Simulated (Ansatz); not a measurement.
`c1ccc(-c2ccc(-c3ccc(-c4ccc(-c5ccc(-c6ccc(-c7ccc(-c8ccccc8)cc7)cc6)cc5)cc4)cc3)cc2)cc1`, relaxed as a singlet with RKS PBE-D4/def2-SVP in Ansatz, starting from the GFN2-xTB geometry. Force threshold 0.03 eV/Å.

Single mean-field runs in def2-SVP are fitted with def2-universal-jkfit.

Start:

Cartesian coordinates in Å:
```
C 2.844 -5.115 -15.230
C 2.348 -3.842 -15.004
C 2.110 -3.409 -13.713
C 2.347 -4.251 -12.631
C 2.085 -3.793 -11.258
C 1.323 -4.566 -10.386
C 1.064 -4.127 -9.103
C 1.591 -2.922 -8.647
C 1.330 -2.464 -7.273
C 0.028 -2.393 -6.785
C -0.217 -1.944 -5.503
C 0.835 -1.593 -4.663
C 0.578 -1.133 -3.291
C 1.230 -1.724 -2.213
C 0.979 -1.301 -0.924
C 0.098 -0.251 -0.685
C -0.156 0.214 0.685
C -0.525 -0.686 1.681
C -0.779 -0.245 2.964
C -0.633 1.100 3.292
C -0.880 1.565 4.662
C 0.027 2.410 5.296
C -0.201 2.846 6.584
C -1.345 2.453 7.275
C -1.592 2.921 8.644
C -2.063 2.046 9.620
C -2.293 2.485 10.908
C -2.058 3.812 11.259
C -2.300 4.279 12.631
C -3.467 3.927 13.303
C -3.697 4.374 14.592
C -2.758 5.167 15.230
C -1.591 5.518 14.572
C -1.366 5.082 13.280
C -1.588 4.687 10.283
C -1.360 4.249 8.994
C -2.251 1.607 6.640
C -2.021 1.166 5.353
C -0.248 1.997 2.299
C -0.029 1.562 1.008
C -0.542 0.352 -1.764
C -0.320 -0.097 -3.050
C 2.138 -1.683 -5.144
C 2.381 -2.093 -6.439
C 2.367 -2.157 -9.513
C 2.595 -2.579 -10.808
C 2.838 -5.532 -12.867
C 3.092 -5.957 -14.158
H 3.035 -5.451 -16.238
H 2.146 -3.184 -15.838
H 1.714 -2.418 -13.537
H 0.916 -5.506 -10.728
H 0.465 -4.730 -8.436
H -0.795 -2.673 -7.427
H -1.231 -1.885 -5.136
H 1.923 -2.533 -2.391
H 1.483 -1.770 -0.090
H -0.634 -1.733 1.435
H -1.073 -0.950 3.729
H 0.929 2.704 4.777
H 0.524 3.480 7.072
H -2.226 1.007 9.370
H -2.636 1.790 11.661
H -4.206 3.318 12.802
H -4.612 4.103 15.099
H -2.937 5.513 16.238
H -0.854 6.132 15.069
H -0.449 5.347 12.772
H -1.424 5.725 10.535
H -1.018 4.946 8.243
H -3.155 1.314 7.154
H -2.742 0.528 4.864
H -0.144 3.045 2.541
H 0.264 2.265 0.241
H -1.233 1.164 -1.585
H -0.825 0.371 -3.882
H 2.960 -1.405 -4.500
H 3.396 -2.152 -6.806
H 2.774 -1.217 -9.170
H 3.193 -1.975 -11.476
H 3.038 -6.186 -12.031
H 3.485 -6.949 -14.330
```

```csv
step,energy (eV),largest force component (eV/Å),SCF passes
1,-50233.9191,0.751,20
2,-50234.6129,0.215,20
3,-50234.7158,0.053,19
4,-50234.7316,0.068,19
5,-50234.7498,0.147,19
6,-50234.7643,0.134,18
7,-50234.7814,0.153,19
8,-50234.7911,0.186,19
9,-50234.8024,0.182,18
10,-50234.8156,0.118,19
11,-50234.8258,0.094,18
12,-50234.8321,0.118,19
13,-50234.8383,0.093,19
14,-50234.8442,0.101,19
15,-50234.8484,0.085,19
16,-50234.8517,0.070,19
17,-50234.8558,0.041,18
18,-50234.8577,0.045,19
19,-50234.8587,0.042,20
20,-50234.8601,0.024,19
21,-50234.8611,0.015,18
22,-50234.8614,0.035,18
23,-50234.8618,0.012,14
```

Force components are those of the run's own axes.

End:

```xyz
82

C     2.877   -5.224  -15.514
C     3.462   -4.037  -15.044
C     3.217   -3.600  -13.735
C     2.381   -4.337  -12.865
C     2.122   -3.873  -11.480
C     0.867   -4.076  -10.861
C     0.622   -3.637   -9.557
C     1.621   -2.977   -8.805
C     1.362   -2.513   -7.422
C     0.086   -2.050   -7.030
C    -0.158   -1.609   -5.726
C     0.862   -1.614   -4.747
C     0.605   -1.148   -3.365
C     1.261   -1.735   -2.258
C     1.017   -1.295   -0.954
C     0.109   -0.245   -0.691
C    -0.146    0.223    0.691
C    -0.122   -0.671    1.786
C    -0.363   -0.229    3.089
C    -0.636    1.131    3.365
C    -0.888    1.599    4.747
C    -0.486    2.888    5.170
C    -0.722    3.330    6.474
C    -1.373    2.507    7.423
C    -1.622    2.976    8.805
C    -1.624    2.077    9.897
C    -1.859    2.520   11.201
C    -2.104    3.884   11.481
C    -2.353    4.353   12.865
C    -3.047    3.544   13.795
C    -3.282    3.988   15.103
C    -2.828    5.252   15.514
C    -2.137    6.067   14.603
C    -1.902    5.623   13.295
C    -2.102    4.783   10.390
C    -1.868    4.340    9.085
C    -1.775    1.220    6.999
C    -1.538    0.777    5.695
C    -0.659    2.025    2.270
C    -0.422    1.582    0.966
C    -0.546    0.343   -1.798
C    -0.306   -0.100   -3.101
C     2.139   -2.080   -5.139
C     2.383   -2.516   -6.444
C     2.876   -2.776   -9.424
C     3.120   -3.212  -10.729
C     1.799   -5.529  -13.354
C     2.044   -5.968  -14.662
H     3.069   -5.568  -16.542
H     4.109   -3.440  -15.705
H     3.659   -2.653  -13.387
H     0.061   -4.572  -11.422
H    -0.361   -3.827   -9.102
H    -0.729   -2.016   -7.769
H    -1.168   -1.270   -5.453
H     1.963   -2.566   -2.423
H     1.559   -1.765   -0.119
H     0.072   -1.739    1.607
H    -0.319   -0.951    3.918
H     0.057    3.542    4.471
H    -0.360    4.324    6.777
H    -1.398    1.014    9.723
H    -1.815    1.797   12.030
H    -3.432    2.564   13.476
H    -3.833    3.344   15.805
H    -3.012    5.600   16.541
H    -1.768    7.056   14.917
H    -1.335    6.260   12.598
H    -2.327    5.846   10.565
H    -1.913    5.064    8.257
H    -2.318    0.565    7.697
H    -1.899   -0.218    5.392
H    -0.886    3.088    2.444
H    -0.432    2.311    0.141
H    -1.274    1.151   -1.630
H    -0.822    0.392   -3.939
H     2.962   -2.082   -4.409
H     3.385   -2.887   -6.708
H     3.672   -2.249   -8.875
H     4.114   -3.052  -11.173
H     1.167   -6.136  -12.688
H     1.588   -6.905  -15.017
```

By distances, no bond broke or formed. The bond that changes most is C4–C47, from 1.39 to 1.41 Å (atoms count from 1).

The force fell under the threshold at step 20, but the optimiser went on. No frequencies were taken in this run, so the end may be a saddle point.

Run time 3.4 min (4 threads of AMD EPYC 7R13 on a shared host and a share (37 GiB) of an NVIDIA H100 80GB HBM3), peak host memory 1.3 GiB.
